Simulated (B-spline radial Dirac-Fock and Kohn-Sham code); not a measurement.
# Compton profile of Cd²⁶⁺

System: Cd²⁶⁺, configuration 1s2 2s2 2p6 3s2 3p6 3d4.

The run's input, task.json:

```json
{"items": [{
  "Z": 48,
  "q": 26,
  "cfg": [[1, 0, 2], [2, 0, 2], [2, 1, 6], [3, 0, 2], [3, 1, 6], [3, 2, 4]],
  "A": 114,
  "rrms": 4.6087,
  "do": ["scatter"],
  "s": [0.0, 0.05, 0.1, 0.15, 0.2, 0.25, 0.3, 0.35, 0.4, 0.45, 0.5, 0.6, 0.7, 0.8, 0.9, 1.0, 1.1, 1.2, 1.4, 1.6, 1.8, 2.0, 2.5, 3.0, 3.5, 4.0, 5.0, 6.0],
  "pz": [0, 0.1, 0.14, 0.21, 0.3, 0.43, 0.62, 0.89, 1.3, 1.9, 2.7, 3.8, 5.5, 8.0, 11.0, 17.0, 24.0, 34.0, 49.0, 71.0, 100.0],
  "hv_scatter": [5000, 8047.8, 10000, 17479.3, 20000, 30000, 100000, 200000]
}]}
```

Run with: `python xray_run.py task.json out`

Level of theory: the impulse approximation on configuration-average Dirac-Fock orbitals; a radial atomic solver. pz is in atomic units of momentum; subshell profiles are per electron, for a selection of subshells; open shells are spread over both j values by their weights.

```
  pz    J total   J 1s1/2   J 2s1/2   J 2p1/2   J 3d5/2
   0      1.299    0.0171    0.0609    0.0304    0.0535
0.43      1.294    0.0171    0.0607    0.0304    0.0535
0.62      1.289    0.0171    0.0605    0.0304    0.0535
0.89      1.280    0.0171    0.0602    0.0304    0.0535
 1.3      1.259    0.0170    0.0593    0.0304    0.0535
 1.9      1.214    0.0170    0.0577    0.0304    0.0534
 2.7      1.132    0.0169    0.0546    0.0303    0.0532
 3.8     0.9876    0.0168    0.0491    0.0301    0.0519
 5.5     0.7444    0.0164    0.0390    0.0294    0.0462
   8     0.4656    0.0158    0.0242    0.0270    0.0310
  11     0.2845    0.0147    0.0115    0.0222    0.0146
  17     0.1281    0.0121   0.00229    0.0118   0.00244
  24    0.05645   0.00894   0.00149   0.00459  0.000322
  34    0.02144   0.00531   0.00119   0.00112  2.69e-05
  49   0.006791   0.00225  0.000485  0.000171  1.41e-06
  71   0.001736  0.000665  0.000120  1.95e-05    < 1e-6
 100  0.0004124  0.000168  2.60e-05  2.40e-06    < 1e-6
```

J(0) = 1.299. The 3p3/2 subshell gives the largest part, 25 %.

Mean momentum ⟨p⟩ by subshell (a.u.): 1s1/2 43.7, 2s1/2 15.5, 2p1/2 20.7, 2p3/2 19.8, 3s1/2 8.06, 3p1/2 9.58, 3p3/2 9.33, 3d3/2 11.1, 3d5/2 11.0.

Values without a named source are computed, but for edge energies of neutral atoms, which are taken from tables.
